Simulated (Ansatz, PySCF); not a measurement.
C2H3BBrCl, SMILES C=CB(Cl)Br.

Coordinates come from a PBE0-D3(BJ)/def2-SVP optimisation. This is a generated structure with no PubChem entry under its InChIKey; it may be hypothetical. Other conformers were not sampled.

Vertical ionisation energy (IE) and electron affinity (EA) in eV. Rows of orbital energies are one-electron estimates. Where ΔSCF, EOM or ADC give a negative EA the extra electron is unbound and the value depends on the basis.

| level | IE | EA |
|---|---|---|
| −ε(HOMO), −ε(LUMO), CAM-B3LYP/def2-TZVP (PySCF) | 9.69 | 1.19 |
| −ε(HOMO), −ε(LUMO), PBE/def2-TZVP (PySCF) | (withheld) | (withheld) |
| ΔSCF, PBE0/def2-SVPD (Ansatz), final states of multiplicity 2 and 2 | 10.43 | 0.67 |
| ΔSCF, PBE/def2-SVPD (Ansatz), final states of multiplicity 2 and 2 | 10.09 | 0.65 |

### Question
Fill in the missing entries. (The exact figures need the calculation; the answer reports its results.)

### Answer

- −ε(HOMO), −ε(LUMO), PBE/def2-TZVP (PySCF), IE: 7.13
- −ε(HOMO), −ε(LUMO), PBE/def2-TZVP (PySCF), EA: 3.18

### Question
What vertical singlet–triplet gap does ΔSCF give with PBE0/def2-SVPD (Ansatz, an electronic-structure program) and with PBE/def2-SVPD (Ansatz)? (Estimate from the structure and the level; the computed values follow.)

### Answer
3.47 and 3.54 eV (triplet above singlet where positive).
